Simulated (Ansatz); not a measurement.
Reaction (cleavage of the Si–B bond): `N[SiH](Cl)BF` + NH₃ → `N[SiH](N)Cl` + `BF`

Program: Ansatz. Geometries: PBE0-D4/def2-TZVP. ΔE: electronic, gas phase. CBS: MP2 limit from def2 TZ/QZ plus the TZ coupled-cluster correction, frozen cores. This one scheme is used for every species. DFT in def2-TZVPP. B3LYP here is the variant with VWN-RPA as its local correlation; programs differ in this. HSE06 is defined as in plane-wave codes. One conformer a species, not always the lowest.

Problem. Is it downhill or uphill in electronic energy at CCSD(T)/CBS, and by how much? (Best estimate.)

Solution. The calculation gave: Downhill: ΔE = -1.02 eV.

Problem. What do these levels give: B3LYP-D4, r2SCANh-D4, r2SCAN0-D4, HSE06-D4, PBE, revPBE, HSE06, CCSD/def2-SVP, MP2/def2-TZVPP, SCS-MP2/def2-TZVPP, CCSD(T)/def2-TZVPP, MP2/def2-QZVPP? (Estimate.)

Solution. Ansatz gave: B3LYP-D4 -0.98, r2SCANh-D4 -1.00, r2SCAN0-D4 -1.03, HSE06-D4 -0.91, PBE -0.81, revPBE -0.78, HSE06 -0.91, CCSD/def2-SVP -0.97, MP2/def2-TZVPP -1.10, SCS-MP2/def2-TZVPP -1.09, CCSD(T)/def2-TZVPP -1.01, MP2/def2-QZVPP -1.11 eV.

Largest T1 diagnostic among the species: 0.013.

From PBE to PBE0 (25 % exact exchange), in def2-TZVPP and without D4, ΔE moves by −0.09 eV. At CCSD(T), def2-SVP lies +0.07 eV from the extrapolated value and def2-TZVPP +0.01 eV. Leaving LDA and LC-ωPBE aside and taking each functional with its dispersion term where it has one, the values, not all of them listed here, spread over 0.26 eV, from BHLYP-D4 to PBE-D4. LDA lies −0.09 eV from PBE without D4.
